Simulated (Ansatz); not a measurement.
Al2Cl4F2, SMILES `[F][Al@-]1([Cl])[Cl+][Al@-]([F])([Cl])[Cl+]1`. Charge 0, multiplicity 1.

```xyz
8

F    -2.608   -0.330   -0.710
Al   -1.087   -0.927   -0.648
Cl   -0.614   -2.803   -1.385
Cl   -0.311   -0.653    1.455
Al    1.087    0.927    0.649
F     2.611    0.336    0.711
Cl    0.607    2.802    1.384
Cl    0.315    0.649   -1.456
```

Problem. List the harmonic frequencies (cm⁻¹, unscaled) at PBE0-D4/def2-TZVP in Ansatz. (Best estimate.)

Solution. The calculation gave: 21, 75, 107, 118, 145, 164, 168, 193, 197, 244, 290, 343, 360, 448, 544, 570, 879, 880.

Problem. Is this a minimum?

Solution. Yes, all 18 modes are real.

Problem. Give the ideal-gas thermochemistry at 298.15 K and 1 bar (rigid rotor, harmonic oscillator; point group C2h, symmetry number 2).

Solution. Zero-point energy 34.4 kJ/mol; H(298) − E = 66.7 kJ/mol; entropy 457.1 J/(mol·K), of which translation 176.9, rotation 126.2, vibration 154.1; G(298) − E = -69.6 kJ/mol. Modes under 100 cm⁻¹ are hindered rotations or soft bends, so the harmonic entropy is rough.

Problem. And at 400, 500, 600, 800 and 1000 K?

Solution. 
| T (K) | H − E (kJ/mol) | S (J/mol/K) | G − E (kJ/mol) |
| --- | --- | --- | --- |
| 400 | 82.8 | 503.5 | -118.6 |
| 500 | 99.4 | 540.6 | -170.9 |
| 600 | 116.5 | 571.7 | -226.5 |
| 800 | 151.5 | 622.0 | -346.1 |
| 1000 | 187.1 | 661.7 | -474.7 |
